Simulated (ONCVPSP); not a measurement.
Scattering properties, ONCV potential for Pm (Z = 61)

Pm (Z = 61), optimised norm-conserving Vanderbilt (ONCV), made with ONCVPSP 4.0.1 (LDA (Perdew-Zunger), non-relativistic). Core [Kr] 4d10, reference 4f5 5s2 5p6 6s0.5 (charge +1.5). Waves: 5s+6s: rc 2.10 bohr, ncon 4, nbas 9, qcut 5.4 1/bohr, 2 projectors; 5p: rc 2.25 bohr, ncon 4, nbas 7, qcut 5.9 1/bohr, 3 projectors, debl 0.9 Ha; d scattering state at 0.15 Ha: rc 2.10 bohr, ncon 4, nbas 9, qcut 5.3 1/bohr, 1 projector; 4f: rc 1.65 bohr, ncon 4, nbas 9, qcut 12.5 1/bohr, local. Local part: the f channel. Core correction: polynomial model core, fcfact 0.55.

In the p channel the program set the typed energies aside and used -1.157, 0.250, 1.150 Ha. In the d channel the program set the typed energies aside and used 0.050 Ha.

The phase is arctan(r·R′/R) of the radial function R(r), unwrapped; energies in Ha, scanned from -3 to 5 Ha. A pole is an energy at which the radial function vanishes at the test radius. The pseudo phase is shifted by a multiple of π to meet the all-electron one at the reference energy, and phase errors are pseudo minus all-electron; the curves can meet again beyond the range given. Levels narrower than the energy grid can be missing from the lists of poles.

**Question.** For each channel, where are the poles, and over which energies does the pseudopotential scatter like the atom?

**Answer.**

```csv
channel,radius (bohr),reference energy (Ha),"poles, all-electron","poles, pseudo",unbroken range about the reference energy with phases within 0.05 rad,phase error 1 Ha above the reference energy (rad)
s,2.13,-0.39,-1.17,"-1.17, 4.22",below 4.3,-0.001
p,2.29,-1.16,"-0.63, 4.55","-0.63, 4.57",below 2.2,+0.000
d,2.13,0.05,1.10,"1.07, 3.59",below 2.2,-0.004
f,1.67,-0.54,-0.24,-0.20,-0.7 to 0.0,+0.118
```

Note: ghosts flagged at negative energy: s at -344.2 eV; GHOST(+) flagged for p at 61.7 eV, d at 102.8 eV, s at 141.0 eV. A true bound ghost makes a file unfit for plane-wave use.

Phases in the p channel:

```
E (Ha)  all-electron  pseudo
 -2.98         1.261   1.261
 -2.76         1.228   1.228
 -2.54         1.182   1.182
 -2.32         1.114   1.114
 -2.10         1.002   1.002
 -1.88         0.782   0.782
 -1.66         0.263   0.263
 -1.44        -0.633  -0.633
 -1.22        -1.163  -1.163
 -1.00        -1.390  -1.390
 -0.78        -1.512  -1.512
 -0.56        -1.592  -1.592
 -0.34        -1.655  -1.655
 -0.12        -1.712  -1.712
  0.10        -1.771  -1.771
  0.32        -1.838  -1.838
  0.54        -1.926  -1.926
  0.76        -2.055  -2.055
  0.98        -2.273  -2.273
  1.20        -2.680  -2.680
  1.42        -3.324  -3.324
  1.64        -3.867  -3.867
  1.86        -4.162  -4.162
  2.08        -4.323  -4.324
  2.30        -4.421  -4.418
  2.52        -4.487  -4.487
  2.74        -4.535  -4.535
  2.96        -4.572  -4.571
  3.18        -4.601  -4.600
  3.40        -4.625  -4.624
  3.62        -4.645  -4.645
  3.84        -4.663  -4.663
  4.06        -4.680  -4.679
  4.28        -4.695  -4.694
  4.50        -4.709  -4.708
  4.72        -4.723  -4.722
  4.94        -4.737  -4.735
```
